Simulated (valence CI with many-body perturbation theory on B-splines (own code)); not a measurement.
# Pb XII: what the settings do

Computed by configuration interaction combined with many-body perturbation theory (CI+MBPT): three valence electrons over a frozen Dirac-Fock core [Xe] 4f14, radial functions for each j: 6 s, 6 p, 5 d, 5 f, 1 g, with the one-electron correlation potential Σ1, the two-electron term Σ2, the three-electron term Σ3, Breit, model QED; selected CI, second order for the rest, scaled by the run's own slope (own B-spline code, finite nucleus).

No measured spectrum was set against this ion. As an estimate, terms of the open shell hold to 2 to 4 % of their energy, and close levels can change places. Only levels of the ground parity were solved; by the run's estimate the other parity begins above the list, which can be wrong where configurations are misplaced.

The reference run has the lowest level (5d3/2^3) J=3/2 and an ionisation energy of 203.657 eV. Its largest variational space holds 3409 state functions.

Levels are named by their leading jj configuration (3d3/2^4 stands for four electrons in 3d with j = 3/2), which in mixed levels can hold well under half, so a name can repeat and another be missing. Letters in brackets count levels of one name in rising energy.

Changed runs:
A. box radius (bohr) 12.138 → 4.79
B. highest l in the core sums 6 → 5
C. correlating orbitals by l 3 3 3 3 1 → 1 6 3 3 2
D. closed core [Xe] 4f14 → [Xe] 4f14 5d1 (bad on purpose)

Excitation energies of the reference run in cm⁻¹, and shifts in cm⁻¹:

```csv
Level,Reference,A,B,C
(5d3/2^2 5d5/2) J=5/2 [a],20557,-2.1,+33,+46
(5d3/2^2 5d5/2) J=3/2,30432,+3.7,+24,-34
(5d3/2^2 5d5/2) J=7/2,31078,+0.2,+39,+18
(5d3/2^2 5d5/2) J=9/2,34417,+2.8,+35,-16
(5d3/2^2 5d5/2) J=1/2,35550,+4.5,+26,-43
(5d3/2^2 5d5/2) J=5/2 [b],54512,+4.5,+38,-52
(5d3/2 5d5/2^2) J=7/2 [a],54771,+2.2,+65,+1.9
(5d3/2 5d5/2^2) J=9/2,58039,+1.8,+68,+12
(5d3/2 5d5/2^2) J=3/2 [a],64518,+4.5,+64,-35
(5d3/2 5d5/2^2) J=1/2,67401,+7.9,+65,-68
(5d3/2 5d5/2^2) J=11/2,70699,+6.5,+68,-45
(5d3/2 5d5/2^2) J=5/2 [a],74971,+7.4,+54,-88
Ionisation energy (eV),203.657,+0.0015,+0.102,+0.013
```

Run D: It gave no result: the perturbation theory needs a core of closed shells. The program said: "the core must hold closed shells only".
